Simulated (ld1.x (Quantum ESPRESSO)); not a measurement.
## Configuration tests for tungsten (PAW)

```json
{"Element": "tungsten (W)", "Generator": "ld1.x (Quantum ESPRESSO) 7.5", "Type": "PAW", "Functional": "PBE", "Relativity": "scalar-relativistic", "Frozen core": "[Kr] 4d10 4f14", "Valence charge": "14", "Reference configuration": "5s2 5p6 5d3 6s0 6p0 (charge +3)", "Partial waves": "5s (bound): rcut 1.35, rcutus 1.55 bohr; 6s (bound, empty): rcut 1.35, rcutus 1.55 bohr; 5p (bound): rcut 1.65, rcutus 1.95 bohr; 6p (bound, empty): rcut 1.65, rcutus 1.95 bohr; 5d (bound): rcut 1.95, rcutus 2.60 bohr; 5d channel at -1.25 Ry: rcut 1.95, rcutus 2.60 bohr", "Local potential": "all-electron potential smoothed inside 2.55 bohr (lloc = -1)", "Core correction": "Bessel-smoothed model core, default radius (core density twice the valence density)", "Augmentation charge": "PSQ, inside the norm-conserving radii"}
```

Energies are relative to the spin-unpolarised reference configuration 5s2 5p6 5d3 6s0 6p0; without spin polarisation the order of configurations can differ from experiment. Not all tests gave a result: test run stopped at test 5 of 7 (negative rho). The frozen-core shift is the all-electron ΔE with the core orbitals held at their reference shape minus the fully relaxed ΔE.

**Question.** Give the all-electron excitation energy and the error of the potential for: 5s2 5p6 5d4 6s2 6p0; 5s2 5p6 5d4 6s1 6p0; 5s2 5p6 5d4 6s0 6p0; 5s2 5p5 5d4 6s2 6p0.

**Answer.**

| valence configuration | charge | ΔE all-electron (eV) | error AE − PS (meV) | frozen-core shift (meV) |
| --- | --- | --- | --- | --- |
| 5s2 5p6 5d4 6s2 6p0 | 0 | -49.945 | -2.9 | +6.7 |
| 5s2 5p6 5d4 6s1 6p0 | +1 | -41.061 | -6.9 | +9.8 |
| 5s2 5p6 5d4 6s0 6p0 | +2 | -25.382 | -9.5 | +11 |
| 5s2 5p5 5d4 6s2 6p0 | +1 | -1.003 | -66 | +62 |
